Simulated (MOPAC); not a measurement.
MOPAC input (PM6):

```
PM6 FORCE THERMO(298,298) PRECISE LET CHARGE=-1 GEO-OK AUX(PRECISION=9) THREADS=1
CH4BO3

C    -1.79415020 1    0.42909414 1    0.30095433 1
O    -0.44260652 1    0.50241769 1    0.73188568 1
B     0.46402220 1   -0.16818499 1   -0.17270268 1
O     0.18948271 1   -0.78267025 1   -1.25458744 1
O     1.79230692 1   -0.02744725 1    0.36470606 1
H    -2.14322076 1    1.45774007 1    0.16872106 1
H    -1.88071058 1   -0.12979396 1   -0.64570846 1
H    -2.35488027 1   -0.07582659 1    1.09346660 1
H     2.39208360 1   -0.46655966 1   -0.22622484 1
```

From the output:

```
     H    9   0.004666   0.004377   3.680289

          HEAT OF FORMATION =    -238.029831 KCALS/MOLE

          ZERO POINT ENERGY      35.207 KCAL/MOL

           NORMAL COORDINATE ANALYSIS (Total motion = 1 Angstrom)

   Root No.       1         2         3         4         5         6         7         8

                 1 A"      2 A"      1 A'      2 A'      3 A"      3 A'      4 A"      4 A'

                  59.2     112.1     237.4     364.8     389.9     482.7     577.5     810.1

           1    0.0000   -0.0000   -0.0038   -0.0715    0.0000   -0.0649    0.0000    0.0492
           2   -0.0000   -0.0000    0.1079   -0.0493    0.0000   -0.0420   -0.0000    0.0276
           3   -0.0115   -0.0831    0.0000    0.0000    0.0058    0.0000    0.0009   -0.0000
           4    0.0000    0.0000    0.0073   -0.0649    0.0000   -0.0679   -0.0000    0.0038
           5   -0.0000    0.0000   -0.0464   -0.0418    0.0000    0.1018   -0.0000    0.1079
           6    0.0423    0.1054    0.0000    0.0000    0.0300    0.0000   -0.0730    0.0000
           7   -0.0000    0.0000    0.0264   -0.0025   -0.0000    0.0843    0.0000   -0.0026
           8    0.0000    0.0000   -0.0514   -0.0628   -0.0000    0.0220    0.0000   -0.0638
           9   -0.0003    0.0285   -0.0000    0.0000   -0.0622   -0.0000    0.3893    0.0000
          10   -0.0000    0.0000   -0.0498    0.1226    0.0000   -0.0545   -0.0000    0.0450
          11   -0.0000    0.0000   -0.0903    0.0069    0.0000   -0.0652   -0.0000   -0.0809
          12   -0.0178    0.0379   -0.0000   -0.0000    0.0019    0.0000   -0.1119   -0.0000
          13   -0.0000   -0.0000    0.0311    0.0213   -0.0000    0.1178   -0.0000   -0.0820
          14    0.0000   -0.0000    0.0558    0.1117   -0.0000   -0.0020   -0.0000   -0.0034
          15   -0.0091   -0.0700   -0.0000   -0.0000   -0.0472   -0.0000   -0.0959    0.0000
          16   -0.0138   -0.1226   -0.0625   -0.0646   -0.0080    0.0116    0.0168    0.1351
          17   -0.2616    0.0932    0.1500   -0.0562    0.0033   -0.0958   -0.0181   -0.0294
          18   -0.1715   -0.0718    0.0014   -0.0009    0.0049   -0.0016   -0.0042    0.0046
          19    0.0000   -0.0000    0.1123   -0.0768   -0.0000   -0.1863    0.0000   -0.0942
          20   -0.0000   -0.0000    0.1587   -0.0556   -0.0000   -0.0970   -0.0000   -0.0320
          21    0.2660   -0.2376   -0.0000    0.0000   -0.0010    0.0000    0.0070    0.0000
          22    0.0138    0.1226   -0.0625   -0.0646    0.0080    0.0116   -0.0168    0.1351
          23    0.2616   -0.0932    0.1500   -0.0562   -0.0033   -0.0958    0.0181   -0.0294
          24   -0.1715   -0.0718   -0.0014    0.0009    0.0049    0.0016   -0.0042   -0.0046
          25   -0.0000   -0.0000   -0.0443   -0.1703    0.0000    0.1072    0.0000   -0.2087
          26    0.0000   -0.0000    0.0907    0.2101    0.0000    0.0043    0.0000    0.0726
          27   -0.0268   -0.0976   -0.0000    0.0000    0.8320   -0.0000    0.2718    0.0000

   Root No.       9        10        11        12        13        14        15        16

                 5 A'      5 A"      6 A'      7 A'      8 A'      6 A"      9 A'     10 A'

                 931.6    1095.5    1109.5    1170.1    1215.0    1261.3    1265.9    1338.4

           1   -0.0177   -0.0000    0.0138    0.2370    0.0312   -0.0000    0.0062   -0.0398
           2   -0.0057    0.0000   -0.0667    0.0082    0.0333    0.0000   -0.0296   -0.0071
           3   -0.0000   -0.0751   -0.0000   -0.0000   -0.0000   -0.0368   -0.0000    0.0000
           4   -0.0084    0.0000   -0.0149   -0.1932   -0.0420   -0.0000   -0.0001   -0.0248
           5   -0.0086    0.0000    0.0319   -0.0188   -0.0551    0.0000   -0.0123   -0.0098
           6    0.0000    0.0308   -0.0000    0.0000    0.0000   -0.0043   -0.0000    0.0000
           7    0.0648    0.0000    0.0388   -0.0700    0.1440    0.0000    0.0222    0.0210
           8    0.0223   -0.0000    0.0172   -0.0307    0.0748   -0.0000    0.0149   -0.0054
           9   -0.0000    0.0059   -0.0000    0.0000   -0.0000    0.0008   -0.0000   -0.0000
          10    0.0315    0.0000    0.0030   -0.0068   -0.0106    0.0000   -0.0004   -0.0066
          11   -0.0459    0.0000   -0.0105    0.0160    0.0068    0.0000   -0.0006    0.0119
          12   -0.0000   -0.0006    0.0000    0.0000   -0.0000   -0.0010    0.0000    0.0000
          13   -0.0861    0.0000   -0.0193    0.0457   -0.0490    0.0000   -0.0073   -0.0042
          14    0.0682   -0.0000   -0.0044    0.0198   -0.0171   -0.0000   -0.0027   -0.0001
          15    0.0000   -0.0007   -0.0000   -0.0000    0.0000   -0.0002   -0.0000    0.0000
          16   -0.0154    0.3513   -0.1704    0.0655    0.0082   -0.1689    0.0338    0.2908
          17   -0.0147    0.0415    0.1021    0.0398   -0.1238    0.1995    0.2647   -0.0014
          18   -0.0038    0.1107    0.0171    0.0031   -0.0780    0.0457    0.1723    0.1160
          19   -0.0217    0.0000    0.3286    0.0563   -0.1063    0.0000   -0.2246    0.2366
          20   -0.0112    0.0000    0.0953   -0.0295   -0.0429    0.0000   -0.1100    0.1093
          21   -0.0000    0.1436   -0.0000    0.0000    0.0000    0.4249    0.0000   -0.0000
          22   -0.0154   -0.3513   -0.1704    0.0655    0.0082    0.1689    0.0338    0.2908
          23   -0.0147   -0.0415    0.1021    0.0398   -0.1238   -0.1995    0.2647   -0.0014
          24    0.0038    0.1107   -0.0171   -0.0031    0.0780    0.0457   -0.1723   -0.1160
          25    0.5702    0.0000   -0.0726    0.1876   -0.2140    0.0000   -0.0314   -0.0049
          26   -0.3476   -0.0000    0.0395   -0.0902    0.1303   -0.0000    0.0195    0.0044
          27   -0.0000   -0.0021    0.0000   -0.0000    0.0000    0.0012    0.0000    0.0000

   Root No.      17        18        19        20        21

                11 A'     12 A'     13 A'      7 A"     14 A'

                1596.7    2535.7    2651.2    2678.3    2744.7

           1   -0.0108    0.0001    0.0075   -0.0000    0.0187
           2    0.0075   -0.0004   -0.0520   -0.0000    0.0085
           3    0.0000   -0.0000   -0.0000   -0.0550    0.0000
           4   -0.0127    0.0006   -0.0000    0.0000    0.0051
           5   -0.0389    0.0015   -0.0026   -0.0000    0.0004
           6   -0.0000   -0.0000    0.0000   -0.0019   -0.0000
           7   -0.1616   -0.0098    0.0005   -0.0000   -0.0000
           8    0.3023   -0.0102    0.0024    0.0000    0.0005
           9    0.0000    0.0000   -0.0000   -0.0004   -0.0000
          10    0.0904    0.0009    0.0008   -0.0000    0.0002
          11   -0.1626   -0.0011   -0.0005   -0.0000   -0.0002
          12   -0.0000    0.0000   -0.0000    0.0000    0.0000
          13    0.0286   -0.0266    0.0001   -0.0000   -0.0000
          14   -0.0136   -0.0424    0.0000    0.0000   -0.0001
          15   -0.0000    0.0000    0.0000    0.0000   -0.0000
          16    0.0832    0.0002    0.0636   -0.1481   -0.1075
          17   -0.0123    0.0006    0.0674   -0.2337   -0.1699
          18    0.0256   -0.0014   -0.1640    0.3609    0.3016
          19    0.0922   -0.0021   -0.2347   -0.0000   -0.0905
          20    0.0310    0.0034    0.5103   -0.0000    0.2309
          21   -0.0000   -0.0000    0.0000   -0.0330    0.0000
          22    0.0832    0.0002    0.0636    0.1481   -0.1075
          23   -0.0123    0.0006    0.0674    0.2337   -0.1699
          24   -0.0256    0.0014    0.1640    0.3609   -0.3016
          25   -0.0835    0.5042   -0.0021   -0.0000   -0.0004
          26    0.0751    0.7757   -0.0020    0.0000    0.0003
          27    0.0000   -0.0000    0.0000    0.0000   -0.0000

           MASS-WEIGHTED COORDINATE ANALYSIS (NORMAL COORDINATES)

   Root No.       1         2         3         4         5         6         7         8

                 1 A"      2 A"      1 A'      2 A'      3 A"      3 A'      4 A"      4 A'

                  59.2     112.1     237.4     364.8     389.9     482.7     577.5     810.1

           1    0.0000   -0.0000   -0.0177   -0.2814    0.0000   -0.2507    0.0000    0.2179
           2   -0.0000   -0.0000    0.5049   -0.1943    0.0000   -0.1622   -0.0000    0.1222
           3   -0.0718   -0.4092    0.0000    0.0000    0.0225    0.0000    0.0022   -0.0000
           4    0.0000    0.0000    0.0393   -0.2949    0.0000   -0.3027   -0.0000    0.0197
           5   -0.0000    0.0000   -0.2504   -0.1902    0.0000    0.4537   -0.0000    0.5518
           6    0.3056    0.5988    0.0000    0.0000    0.1349    0.0000   -0.1992    0.0000
           7   -0.0000    0.0000    0.1174   -0.0094   -0.0000    0.3086    0.0000   -0.0109
           8    0.0000    0.0000   -0.2284   -0.2344   -0.0000    0.0806    0.0000   -0.2683
           9   -0.0020    0.1330   -0.0000    0.0000   -0.2299   -0.0000    0.8736    0.0000
          10   -0.0000    0.0000   -0.2692    0.5573    0.0000   -0.2427   -0.0000    0.2304
          11   -0.0000    0.0000   -0.4876    0.0313    0.0000   -0.2906   -0.0000   -0.4139
          12   -0.1289    0.2155   -0.0000   -0.0000    0.0087    0.0000   -0.3054   -0.0000
          13   -0.0000   -0.0000    0.1682    0.0969   -0.0000    0.5247   -0.0000   -0.4194
          14    0.0000   -0.0000    0.3014    0.5079   -0.0000   -0.0090   -0.0000   -0.0175
          15   -0.0655   -0.3977   -0.0000   -0.0000   -0.2126   -0.0000   -0.2619    0.0000
          16   -0.0251   -0.1749   -0.0847   -0.0737   -0.0090    0.0130    0.0115    0.1736
          17   -0.4745    0.1329    0.2033   -0.0641    0.0038   -0.1071   -0.0124   -0.0378
          18   -0.3112   -0.1023    0.0019   -0.0010    0.0056   -0.0018   -0.0029    0.0060
          19    0.0000   -0.0000    0.1522   -0.0876   -0.0000   -0.2083    0.0000   -0.1210
          20   -0.0000   -0.0000    0.2151   -0.0634   -0.0000   -0.1085   -0.0000   -0.0411
          21    0.4825   -0.3389   -0.0000    0.0000   -0.0012    0.0000    0.0048    0.0000
          22    0.0251    0.1749   -0.0847   -0.0737    0.0090    0.0130   -0.0115    0.1736
          23    0.4745   -0.1329    0.2033   -0.0641   -0.0038   -0.1071    0.0124   -0.0378
          24   -0.3112   -0.1023   -0.0019    0.0010    0.0056    0.0018   -0.0029   -0.0060
          25   -0.0000   -0.0000   -0.0601   -0.1942    0.0000    0.1199    0.0000   -0.2681
          26    0.0000   -0.0000    0.1230    0.2396    0.0000    0.0048    0.0000    0.0933
          27   -0.0487   -0.1392   -0.0000    0.0000    0.9396   -0.0000    0.1863    0.0000

   Root No.       9        10        11        12        13        14        15        16

                 5 A'      5 A"      6 A'      7 A'      8 A'      6 A"      9 A'     10 A'
```

The dipole moment of an ion depends on the origin.
